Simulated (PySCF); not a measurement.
# LaF₃: 4f shell in the core or in the valence

Base calculation in PySCF with density fitting and no spin–orbit coupling, PBE0/lcecp-1/def2-TZVP (scalar-relativistic core potentials): singlet, C3v, La–F 2.125 Å (×3); F–La–F 115.0° (×3); wavenumbers 76, 134 (×2), 517 (×2), 538 cm⁻¹; dipole moment 4.07 D, gap between the highest occupied and lowest empty levels 7.85 eV, polar-tensor charge of La 2.60 e.

Problem. What changes on going to PBE0/def2-TZVP (scalar-relativistic core potentials)?

Solution. The point group stays the same. Changes: mean bond to La +0.019 Å, smallest bond angle 0.0 degrees, highest wavenumber -3 cm⁻¹, lowest wavenumber -7 cm⁻¹, dipole moment +0.07 D, gap between the highest occupied and lowest empty levels -0.10 eV, polar-tensor charge of La -0.04 e. The new structure has La–F 2.144 Å (×3); F–La–F 115.0° (×3), with wavenumbers 69, 132 (×2), 522 (×2), 535 cm⁻¹.

Only the bonding shown was studied: isomers, or loss of a ligand pair, can lie lower.
